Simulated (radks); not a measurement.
Results of a calculation; reference values are marked as such.
Task: Ionisation of the nickel ion Ni+, [Ar] 3d9, to [Ar] 3d8 as the strength of local exchange is varied. Level of theory: Dirac Kohn-Sham, Slater X-alpha exchange (alpha = 2/3 is LDA exchange), no correlation, spin-unpolarised, spherical densities, finite nucleus; open shells fill j = l - 1/2 first; Fermi nuclear charge, rms radius 3.7757 fm (a radial shooting solver on a logarithmic mesh with Libxc functionals).

| alpha | E(Ni+) (hartree) | exchange (hartree) | IE (eV) | -e of the level emptied (eV) | <r> of it (bohr) |
|---|---|---|---|---|---|
| 0.605 | -1510.07064 | -52.74928 | 18.041 | 10.999 (3d5/2) | 1.109 |
| 0.667 | -1515.48709 | -58.38607 | 19.117 | 11.855 (3d5/2) | 1.087 |
| 0.694 | -1517.85258 | -60.85415 | 19.600 | 12.243 (3d5/2) | 1.077 |
| 0.704 | -1518.72972 | -61.77031 | 19.781 | 12.389 (3d5/2) | 1.074 |
| x | -1539.50292 | -83.61777 | 24.397 | 16.201 (3d5/2) | 1.002 |

Which alpha was used in the last row?

Result: alpha = 0.939. NIST Atomic Spectra Database: 18.169 eV (measured). The Delta-SCF value meets it near alpha = 0.61. Spin polarisation and multiplet splitting are left out, so open shells lie too high by an amount that depends on their filling.

Beside tabulated values, note that spin-unpolarised runs miss the spin-polarisation part of the exchange energy of open shells.
